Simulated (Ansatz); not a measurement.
`OC(Cl)C[SiH3]`, 12 atoms. Charge 0, multiplicity 1. All runs use 4 threads of an Arm Neoverse V1 on a shared host. Correlated methods freeze the cores.

(1) How many basis functions does each run have, and how long does it take in Ansatz? RKS PBE0-D4/def2-SVP energy; RKS ωB97M-V/def2-QZVPP energy; RHF-CCSD(T)/def2-TZVPP energy; RKS r2SCAN0-D4/def2-TZVPP energy; RHF-CCSD(T)/def2-SVP energy; RHF-MP2/def2-QZVPP energy; RKS PBE0-D4/def2-TZVP relaxation (8 steps); RKS r2SCANh-D4/def2-TZVPP energy; RKS PBE0-D4/def2-TZVP frequencies; direct RPA on PBE orbitals/def2-TZVPP energy; RKS revPBE-D4/def2-TZVPP energy; RKS PBE0-D4/def2-QZVPP energy. (Estimate.)

Results:

(1) Ansatz gave: Other jobs shared the machine, so times are rough.

```tsv
level	job	functions	wall time	peak host memory (GiB)
RKS PBE0-D4/def2-SVP	energy	113	1.2 s	0.27
RKS revPBE-D4/def2-TZVPP	energy	275	2.7 s	0.4
RKS r2SCANh-D4/def2-TZVPP	energy	275	7 s	0.8
direct RPA on PBE orbitals/def2-TZVPP	energy	275	7 s	0.71
RHF-CCSD(T)/def2-SVP	energy	113	7.5 s	0.55
RKS r2SCAN0-D4/def2-TZVPP	energy	275	8 s	0.8
RKS PBE0-D4/def2-QZVPP	energy	521	12 s	2.2
RKS ωB97M-V/def2-QZVPP	energy	521	28 s	2.6
RHF-MP2/def2-QZVPP	energy	521	36 s	3.7
RKS PBE0-D4/def2-TZVP	relaxation (8 steps)	209	37 s	0.59
RKS PBE0-D4/def2-TZVP	frequencies	209	3.5 min	0.6
RHF-CCSD(T)/def2-TZVPP	energy	275	4.4 min	7.4
```
